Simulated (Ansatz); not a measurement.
Ga₁₀Sb₁₀H₂₈⁺, a nanocrystal cut from zinc blende GaSb (hydrogen-capped). Total charge 1; doublet. Geometry PBE-D4/def2-SVP, that of the neutral singlet; atoms count from 1.

```xyz
48

Ga   -4.818    0.681   -1.631
Ga   -1.554    1.778    4.661
Ga    1.784   -1.719    3.447
Ga   -1.745   -2.031   -3.623
Ga    1.902   -3.454   -0.917
Ga   -0.956   -0.582    0.411
Ga   -1.172    3.590   -0.114
Ga    2.327    2.033    1.530
Ga    1.881    0.828   -2.469
Ga    5.216   -0.965    0.148
Sb   -2.356    0.287    2.531
Sb   -2.847   -1.160   -1.376
Sb   -3.170    2.822   -1.770
Sb    0.537   -2.606    1.200
Sb    0.824    2.632    3.703
Sb    3.584   -0.200    2.162
Sb   -0.036   -3.908   -2.751
Sb    0.011   -0.088   -4.205
Sb    3.266   -1.327   -1.721
Sb    0.486    1.497   -0.330
H    -5.515    0.473   -3.030
H    -5.546    0.762   -0.233
H    -2.536    3.009    4.719
H    -1.258    0.731    5.798
H     2.413   -2.937    4.222
H     0.696   -0.733    4.063
H    -2.645   -2.483   -4.836
H     2.739   -4.783   -0.744
H    -1.750    3.418    1.360
H    -0.546    4.927   -0.666
H     3.168    3.314    1.137
H     2.735    1.933   -3.205
H     5.777   -2.413    0.432
H     6.066    0.293   -0.283
H    -3.146   -1.129    3.105
H    -3.756    0.985    1.824
H    -3.545   -2.606   -0.753
H    -4.175    4.171   -2.131
H    -2.455    2.743   -3.332
H    -0.610   -3.850    1.526
H     1.914    2.483    5.024
H     0.748    4.348    3.744
H     4.647    0.337    3.407
H    -1.023   -5.217   -2.236
H     0.629   -4.711   -4.119
H     0.718   -0.508   -5.714
H    -0.924    1.226   -4.798
H     4.017   -1.890   -3.166
```

In the def2 sets Sb takes a core potential; there is no spin–orbit coupling. Single mean-field runs in def2-TZVP are fitted with def2-universal-jkfit.

(1) Estimate the Mulliken populations of the heavy atoms from the PBE0/def2-TZVP orbitals of Ansatz.

(2) Where does the spin sit?

(3) And the Mayer bond orders between heavy atoms (over 0.3)?

## Answers

(1) 
| atom | charge (e) | spin (α − β) |
| --- | --- | --- |
| Ga1 | 0.09 | 0.01 |
| Ga2 | 0.10 | 0.00 |
| Ga3 | 0.14 | 0.00 |
| Ga4 | 0.15 | 0.00 |
| Ga5 | 0.10 | -0.01 |
| Ga6 | -0.11 | -0.01 |
| Ga7 | 0.12 | 0.08 |
| Ga8 | 0.11 | 0.07 |
| Ga9 | 0.13 | -0.01 |
| Ga10 | 0.12 | 0.01 |
| Sb11 | 0.05 | 0.00 |
| Sb12 | -0.10 | 0.04 |
| Sb13 | -0.01 | 0.05 |
| Sb14 | -0.04 | 0.09 |
| Sb15 | -0.01 | 0.01 |
| Sb16 | -0.11 | 0.16 |
| Sb17 | -0.02 | 0.01 |
| Sb18 | -0.04 | 0.02 |
| Sb19 | -0.16 | 0.05 |
| Sb20 | -0.19 | 0.29 |
Mulliken values depend strongly on the basis.

(2) Summed by element: Ga 0.14, Sb 0.72, H 0.15, of 1 unpaired in all. Largest on single atoms: Sb20 0.29, Sb16 0.16, Sb14 0.09.

(3) Ga1–Sb12 0.61 (2.71 Å); Ga1–Sb13 0.65 (2.71 Å); Ga2–Sb11 0.60 (2.72 Å); Ga2–Sb15 0.65 (2.70 Å); Ga3–Sb14 0.61 (2.72 Å); Ga3–Sb16 0.71 (2.68 Å); Ga4–Sb12 0.76 (2.65 Å); Ga4–Sb17 0.72 (2.68 Å); Ga4–Sb18 0.71 (2.68 Å); Ga5–Sb14 0.75 (2.66 Å); Ga5–Sb17 0.69 (2.71 Å); Ga5–Sb19 0.80 (2.65 Å); Ga6–Sb11 0.84 (2.69 Å); Ga6–Sb12 0.81 (2.67 Å); Ga6–Sb14 0.83 (2.64 Å); Ga6–Sb20 0.83 (2.64 Å); Ga7–Sb13 0.69 (2.71 Å); Ga7–Sb20 0.56 (2.68 Å); Ga8–Sb15 0.73 (2.71 Å); Ga8–Sb16 0.74 (2.64 Å); Ga8–Sb20 0.67 (2.67 Å); Ga9–Sb18 0.68 (2.71 Å); Ga9–Sb19 0.75 (2.67 Å); Ga9–Sb20 0.75 (2.64 Å); Ga10–Sb16 0.63 (2.70 Å); Ga10–Sb19 0.62 (2.73 Å).
